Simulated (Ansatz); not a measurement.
`CC[Se]C` + H₂ → `C[SeH]` + `CC` at 700 K and 1 bar (hydrogenolysis of the Se–C bond).

Gas-phase electronic energies from Ansatz, PBE0-D4/def2-TZVP geometries. CCSD(T)/CBS is the MP2 limit (def2-TZVPP, def2-QZVPP) plus CCSD(T) − MP2 in def2-TZVPP, frozen cores. This one scheme is used for every species. For Se outer-core shells are correlated without core-valence functions, which leaves a few kJ/mol of doubt a bond. Scalar relativity is left out up to krypton. One conformer a species, not always the lowest.

```csv
species,CCSD(T)/CBS energy (Eh),H − E (kJ/mol),S (J/(mol·K))
`CC[Se]C`,-2519.67925,345.1,450.3
H₂,-1.17544,46.8,155.3
`C[SeH]`,-2441.15625,157.6,325.3
`CC`,-79.71954,238.1,289.3
```

H − E and S are ideal-gas, rigid-rotor, harmonic terms from PBE0-D4/def2-TZVP, for one conformer and one mirror image of each species. For small species the MP2-based limit differs from directly extrapolated CCSD(T) by up to some mEh (0.8 for H₂); such offsets cancel only in part. 1 Eh = 2625.50 kJ/mol, R = 8.31446 J/(mol·K).

**Question.** By hand: ΔE, ΔH, ΔS and ΔG.

**Answer.** ΔE = (-2441.15625) + (-79.71954) − (-2519.67925) − (-1.17544) = -0.02110 Eh = -55.4 kJ/mol. Δ(H − E) = 157.6 + 238.1 − 345.1 − 46.8 = 3.8, so ΔH = -51.6 kJ/mol. ΔS = 325.3 + 289.3 − 450.3 − 155.3 = 9.0 J/(mol·K). ΔG = -51.6 − 700 × (9.0)/1000 = -57.9 kJ/mol.

**Question.** By hand: the equilibrium constant, and the temperature at which ΔG would vanish if ΔH and ΔS stayed fixed.

**Answer.** log₁₀ K = −ΔG/(RT ln 10) = 4.3. ΔH and −TΔS have one sign here, so there is no such temperature.

The number of gas molecules stays the same, so ΔS is small and ΔH decides. A doubt of 5 kJ/mol in ΔE shifts log₁₀ K by 0.4 here. Other conformers and mirror images would add mixing entropy, several J/(mol·K) or more a flexible species. These are equilibria of isolated gas molecules and say nothing of rates. Largest T1 diagnostic: 0.009 (customary marks: 0.02 for closed shells, 0.045 for open ones).

ΔS is within the doubt of such terms, so its sign, and with it that verdict, could turn.
